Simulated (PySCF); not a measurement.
First SCF of a structure search on triplet WFCl, at a hand-made linear geometry. PySCF input:

```python
from pyscf import gto, scf, dft
mol = gto.M(atom='''
W      0.000000     0.000000     0.000000
F      0.000000     0.000000    -2.010000
Cl     0.000000     0.000000     2.360000''',
    basis={'W': 'def2-TZVP', 'F': 'def2-TZVP', 'Cl': 'def2-TZVP'},
    ecp={'W': 'def2-TZVP'},
    charge=0, spin=2)
mf = dft.UKS(mol, xc='PBE0')
mf.grids.atom_grid = (50, 194)
aux = {'W': 'def2-universal-JKFIT', 'F': 'def2-universal-JKFIT', 'Cl': 'def2-universal-JKFIT'}
mf = mf.density_fit(auxbasis=aux)
mf.conv_tol = 1e-08
mf.diis_space = 10
mf.max_cycle = 60
mf.init_guess = 'minao'
mf.verbose = 4
mf.kernel()
```

Excerpt of the output (cycles alone):

```
init E= -608.130732915912
cycle= 1 E= -626.753348895027  delta_E= -18.6  |g|= 0.632  |ddm|= 4.84
cycle= 2 E= -623.736361371984  delta_E= 3.02  |g|= 2.88  |ddm|= 1.77
cycle= 3 E= -626.867693175426  delta_E= -3.13  |g|= 0.298  |ddm|=  1.3
cycle= 4 E= -626.896636049433  delta_E= -0.0289  |g|= 0.223  |ddm|= 0.447
cycle= 5 E= -626.920224053608  delta_E= -0.0236  |g|= 0.0303  |ddm|= 0.193
cycle= 6 E= -626.920640595515  delta_E= -0.000417  |g|= 0.012  |ddm|= 0.0333
cycle= 7 E= -626.920712308939  delta_E= -7.17e-05  |g|= 0.00231  |ddm|= 0.0125
cycle= 8 E= -626.920717090538  delta_E= -4.78e-06  |g|= 0.000563  |ddm|= 0.0034
cycle= 9 E= -626.920717679895  delta_E= -5.89e-07  |g|= 0.000306  |ddm|= 0.00153
cycle= 10 E= -626.920717793297  delta_E= -1.13e-07  |g|= 9.15e-05  |ddm|= 0.000663
cycle= 11 E= -626.920717806015  delta_E= -1.27e-08  |g|= 1.85e-05  |ddm|= 0.000262
cycle= 12 E= -626.920717806388  delta_E= -3.73e-10  |g|= 4.47e-06  |ddm|= 4.22e-05
Extra cycle  E= -626.920717806399  delta_E= -1.07e-11  |g|= 5.71e-06  |ddm|= 1.11e-05
converged SCF energy = -626.920717806399  <S^2> = 2.0170042  2S+1 = 3.0113148
```

This is not the lowest solution: all starts ended here, but a stability analysis within the same unrestricted form found one 3.2 kJ/mol lower, at -626.92193 Eh.

With open d or f shells other occupations or spin states may lie lower. With an element this heavy the missing spin–orbit coupling can shift these numbers.

The search for the lowest solution, 3 starts and the stability check together, took 14 s on 4 threads of a shared Arm Neoverse V1 host, with 108 basis functions; the process peaked at 0.42 GiB.
